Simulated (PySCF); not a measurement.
# Where the electron goes

Species: C6H12F2O.
SMILES with atom numbers: `[CH3:1][C:2]([CH3:3])([F:4])[O:5][C:6]([CH3:7])([CH3:8])[F:9]` (hydrogens: H10, H11, H12 on C1; H13, H14, H15 on C3; H16, H17, H18 on C7; H19, H20, H21 on C8)

Structure used (PBE0-D3(BJ)/def2-SVP), in Å, numbered top down from 1:
```xyz
21
C6H12F2O angstrom
C     -2.3675    0.6680   -0.5915
C     -1.1648   -0.2104   -0.3281
C     -1.4168   -1.2623    0.7347
F     -0.8813   -0.8805   -1.5131
O     -0.1174    0.6655   -0.0504
C      1.1563    0.2477    0.3307
C      1.9841    1.5098    0.4232
C      1.7745   -0.8067   -0.5669
F      1.0840   -0.2872    1.6117
H     -2.1132    1.3918   -1.3773
H     -3.2161    0.0550   -0.9230
H     -2.6463    1.2153    0.3187
H     -2.2806   -1.8713    0.4347
H     -0.5495   -1.9192    0.8661
H     -1.6287   -0.7812    1.6982
H      2.0727    1.9801   -0.5650
H      2.9857    1.2764    0.8080
H      1.4871    2.2106    1.1073
H      1.8272   -0.4374   -1.5992
H      1.1856   -1.7311   -0.5679
H      2.7886   -1.0317   -0.2092
```

Level of theory: PySCF, TDDFT CAM-B3LYP/def2-SVPD, vertical, gas phase, core orbitals frozen in the response.

Kohn–Sham orbitals with the atoms that hold most of them (Löwdin shares over 4%, at most four atoms; ? is withheld):

| orbital | ε (eV) | atoms |
| --- | --- | --- |
| HOMO-3 | -11.96 | F4 19%, F9 19%, C3 9%, O5 8% |
| HOMO-2 | -11.01 | O5 17%, F4 10%, F9 10%, C7 9% |
| HOMO-1 | -10.45 | O5 31%, C2 10%, C6 10%, F4 9% |
| HOMO | -10.38 | ? |
| LUMO | ? | ? |
| LUMO+1 | 1.81 | C1 12%, C7 12%, H17 8%, H11 8% |
| LUMO+2 | 2.18 | O5 8%, C3 8%, H20 8%, C8 8% |

Task: Give the leading atoms of the LUMO.

Result: C8 (bonded to C and 3 H) 10%; C3 (bonded to C and 3 H) 10%; C1 (bonded to C and 3 H) 9%; C7 (bonded to C and 3 H) 9%.

Task: Which atoms hold the HOMO, and with what shares?

Result: O5 (bonded to 2 C) 48%; F4 (bonded to C) 8%; F9 (bonded to C) 8%; C8 (bonded to C and 3 H) 6%. By element: oxygen 48%, fluorine 17%, carbon 6% or more.

Task: What is the LUMO energy, and the HOMO–LUMO gap?

Result: ε(LUMO) = 1.28 eV; the gap is 11.66 eV (0.4286 hartree).

Task: The HOMO–LUMO gap is 11.66 eV. Where does the response calculation put the lowest singlet, and from which orbitals?

Result: S1 is at 8.89 eV (f = 0.013), 2.77 eV below the gap, made of HOMO→LUMO (88%). 

Task: One configuration dominates each of S1, S2 and S4. Which, and how do the shares of the two leading atoms of either orbital change from the occupied to the empty one?

Result: 
- S1 (8.89 eV, f 0.013), HOMO→LUMO (88%): O5 48% → at most 10%, F4 8% → at most 10%, C8 6% → 10%, C3 at most 7% → 10%
- S2 (8.98 eV, f 0.040), HOMO-1→LUMO (87%): O5 31% → at most 10%, C2 10% → at most 10%, C8 at most 9% → 10%, C3 at most 9% → 10%
- S4 (9.74 eV, f 0.0034), HOMO→LUMO+1 (80%): O5 48% → at most 8%, F4 8% → at most 8%, C1 at most 7% → 12%, C7 at most 7% → 12%

Löwdin shares depend on the basis, the more so with diffuse functions.

Time: 12 min of wall time; peak memory 1.5 GiB. Hardware: an Arm Neoverse N1 with one thread, no GPU, shared host.

One conformer stands for the species.
